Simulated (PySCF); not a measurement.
FRb. Atoms are numbered in the order given.

```xyz
2

Rb     0.0000     0.0000    -0.4634
F      0.0000     0.0000     1.9050
```
Charge 0, spin multiplicity 1.

Geometry optimised at B3LYP-D3(BJ)/def2-TZVPD. The def2 effective core potentials stand for the cores of Rb; spin–orbit coupling is left out.

Computed with IEF-PCM-PBE0/def2-TZVPD (PySCF 2.14.0).

The values are the electrostatic part of the solvation free energy, E(continuum) − E(gas) at the gas-phase geometry, in a cavity of scaled van der Waals radii (PySCF's table); cavitation and dispersion terms are not included. A continuum can't describe solvent molecules that bind to the metal. In vacuum the orbital gap is 5.06 eV. The dipole moment in vacuum is 9.23 D.

Problem. Estimate the values in water (ε = 78.36), N,N-dimethylformamide (ε = 37.22), methanol (ε = 32.61). (Estimate from the structure and the level; the computed values follow.)

Solution. 
```
solvent                    ε  ΔG(elec) (kcal/mol)  dipole (D)  gap (eV)
---------------------  -----  -------------------  ----------  --------
water                  78.36                -18.9       10.18      7.10
N,N-dimethylformamide  37.22                -18.4       10.16      7.06
methanol               32.61                -18.3       10.16      7.05
```
